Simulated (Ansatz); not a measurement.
Reaction (redistribution): `[NH2][In]([F])[SH]` + `N=CBO` → `[F][InH][SH]` + `N=C(N)BO`

Program: Ansatz. Geometries: PBE0-D4/def2-TZVP. ΔE: electronic, gas phase. CCSD(T)/CBS adds triple-zeta CCSD(T) − MP2 to the extrapolated MP2 energy (def2 sets, frozen cores). This one scheme is used for every species. Functionals use def2-TZVPP. B3LYP here is the variant with VWN-RPA as its local correlation; programs differ in this. Elements past krypton have def2 core potentials. For In outer-core shells are correlated without core-valence functions, which leaves a few kJ/mol of doubt a bond. Each species was taken in one conformer, which may not be the lowest.

```tsv
level	ΔE (kcal/mol)
PBE-D4	-0.8
B3LYP-D4	0.6
r2SCAN	-0.6
PBE0	-0.4
CCSD/def2-TZVPP	4.3
CCSD(T)/def2-TZVPP	4.5
HF/def2-QZVPP	1.6
HF/CBS(def2)	1.6
```

**Question.** What does CCSD(T)/CBS give? (Best estimate.)

**Answer.** Ansatz gave: +5.4 kcal/mol. The listed levels differ from it by -6.2, -4.8, -6.0, -5.8, -1.1, -0.9, -3.8, -3.8 kcal/mol.

Largest T1 diagnostic among the species: 0.016.

In def2-TZVPP, CCSD(T) changes the Hartree–Fock value by +3.0 kcal/mol (the triples alone add +0.2 kcal/mol) and MP2 by +3.2 kcal/mol.
